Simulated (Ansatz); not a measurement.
CH7ClSSi2, SMILES `C[SiH](S)[SiH2]Cl`, relaxed with RKS PBE0-D4/def2-TZVP in Ansatz 0.2.0 from a PBE-D4/def2-SVP geometry. The force threshold is 0.005 eV/Å; the program also tests the step.

Charge 0, multiplicity 1.

Start:

```xyz
12

C    -1.552    0.527   -0.756
Si   -0.250    0.584    0.609
S     1.268    2.098    0.278
Si    0.950   -1.437    0.631
Cl    1.899   -1.419   -1.254
H    -2.011    1.526   -0.900
H    -1.080    0.217   -1.710
H    -2.354   -0.199   -0.509
H    -0.858    0.914    1.945
H     1.855    1.377   -0.723
H     0.118   -2.690    0.699
H     2.016   -1.498    1.689
```

```tsv
step	energy (eV)	largest force (eV/Å)	largest move (Å)
1	-40253.0271	0.498	0.000
2	-40253.0747	0.190	0.068
3	-40253.0820	0.047	0.032
4	-40253.0837	0.027	0.038
5	-40253.0843	0.030	0.048
6	-40253.0845	0.013	0.011
7	-40253.0846	0.008	0.013
8	-40253.0846	0.005	0.004
9	-40253.0846	0.001	0.002
```

End:

```xyz
12

C    -1.540    0.538   -0.751
Si   -0.222    0.569    0.572
S     1.234    2.113    0.273
Si    0.951   -1.455    0.623
Cl    1.957   -1.561   -1.188
H    -2.034    1.510   -0.817
H    -1.100    0.309   -1.724
H    -2.292   -0.223   -0.527
H    -0.809    0.868    1.906
H     1.806    1.500   -0.780
H     0.084   -2.660    0.707
H     1.965   -1.508    1.705
```

Run time 50 s (4 threads of an Arm Neoverse V1 on a shared host); peak host memory 0.74 GiB.
